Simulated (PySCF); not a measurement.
Frontier orbitals and the lowest excitations

C5H8OS.
Numbering: `[CH2:1]=[CH:2][CH2:3][O:4][C:5]([CH3:6])=[S:7]` (hydrogens: H8, H9 on C1; H10 on C2; H11, H12 on C3; H13, H14, H15 on C6)

The calculation used PySCF, TDDFT PBE0/def2-SVPD, vertical, gas phase, core orbitals frozen in the response. Isolated species at its PBE0-D3(BJ)/def2-SVP geometry (one conformer only). Torsions of this conformer, `[CH2:1]=[CH:2][CH2:3][O:4][C:5]([CH3:6])=[S:7]`: C1–C2–C3–O4 130°, C2–C3–O4–C5 177°, C3–O4–C5–C6 -179°.

Kohn–Sham orbitals with the atoms that hold most of them (Löwdin shares over 4%, at most four atoms; ? is withheld):

```tsv
orbital	ε (eV)	atoms
HOMO-3	-9.77	O4 30%, S7 27%, C5 11%, C3 10%
HOMO-2	-8.10	C1 38%, C2 36%, C3 7%
HOMO-1	-7.66	?
HOMO	-6.56	S7 74%, C5 10%, C6 4%
LUMO	?	?
LUMO+1	-0.30	C1 36%, C2 33%, C3 6%, H8 6%
LUMO+2	0.68	S7 22%, C6 14%, C3 8%, C5 7%
```

Task: Which atoms hold the LUMO, and with what shares?

Result: C5 (bonded to C, O and S) 37%; S7 (bonded to C) 36%; O4 (bonded to 2 C) 14%; C6 (bonded to C and 3 H) 6%. By element: carbon 43% or more, sulfur 36%, oxygen 14%.

Task: Give the leading atoms of the HOMO-1.

Result: S7 (bonded to C) 54%; C5 (bonded to C, O and S) 21%; O4 (bonded to 2 C) 17%.

Task: What is the LUMO energy, and the HOMO–LUMO gap?

Result: ε(LUMO) = -1.36 eV; the gap is 5.20 eV (0.1910 hartree).

Task: How does S1 compare with the orbital gap of 5.20 eV?

Result: S1 is at 3.43 eV (f = 0.0002), 1.77 eV below the gap, made of HOMO→LUMO (100%). Without the coupling terms of the response equations the lowest excitation would equal the gap.

Task: One configuration dominates each of S1, S2 and S6. Which, and how do the shares of the two leading atoms of either orbital change from the occupied to the empty one?

Result: 
- S1 (3.43 eV, f 0.0002), HOMO→LUMO (100%): S7 74% → 36%, C5 10% → 37%; low, almost dark, from the terminal sulfur into the C=S bond, the pattern of n→π*
- S2 (5.43 eV, f 0.028), HOMO→LUMO+1 (84%): S7 74% → at most 6%, C5 10% → at most 6%, C1 at most 4% → 36%, C2 at most 4% → 33%
- S6 (6.46 eV, f 0.0022), HOMO-1→LUMO+1 (98%): S7 54% → at most 6%, C5 21% → at most 6%, C1 at most 4% → 36%, C2 at most 4% → 33%

Löwdin shares depend on the basis, the more so with diffuse functions.
